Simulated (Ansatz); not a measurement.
`N#[C][Sn]([Cl])([C]#N)[C]#N` and `N#[C][SnH]([C]#N)[C]#N` differ in one atom or group.

Ansatz, PBE0-D4/def2-TZVP geometries, multiplicity 1. 

Elements past krypton have def2 core potentials.

```csv
property,`N#[C][Sn]([Cl])([C]#N)[C]#N`
LUMO energy (PBE/def2-TZVPP) / eV,-3.90
size of the dipole moment (ωB97M-V/def2-TZVPP) / D,2.01
zero-point energy (PBE0-D4/def2-TZVP) / kJ/mol,64.9
HOMO–LUMO gap (B3LYP/def2-TZVPP) / eV,7.07
HOMO energy (PBE0/def2-TZVPP) / eV,-10.64
HOMO–LUMO gap (ωB97M-V/def2-TZVPP) / eV,11.93
```

Q: Give the same properties after the change, and the shifts. (Best estimate.)

A: Computed: 
| property | `N#[C][SnH]([C]#N)[C]#N` | shift |
| --- | --- | --- |
| LUMO energy (PBE/def2-TZVPP) / eV | -2.87 | 1.03 |
| size of the dipole moment (ωB97M-V/def2-TZVPP) / D | 3.98 | 1.97 |
| zero-point energy (PBE0-D4/def2-TZVP) / kJ/mol | 80.2 | 15.3 |
| HOMO–LUMO gap (B3LYP/def2-TZVPP) / eV | 8.17 | 1.10 |
| HOMO energy (PBE0/def2-TZVPP) / eV | -10.67 | -0.03 |
| HOMO–LUMO gap (ωB97M-V/def2-TZVPP) / eV | 12.86 | 0.93 |

Dipoles are sizes alone; their direction can turn.

B3LYP here is the variant with VWN-RPA as its local correlation; programs differ in this.
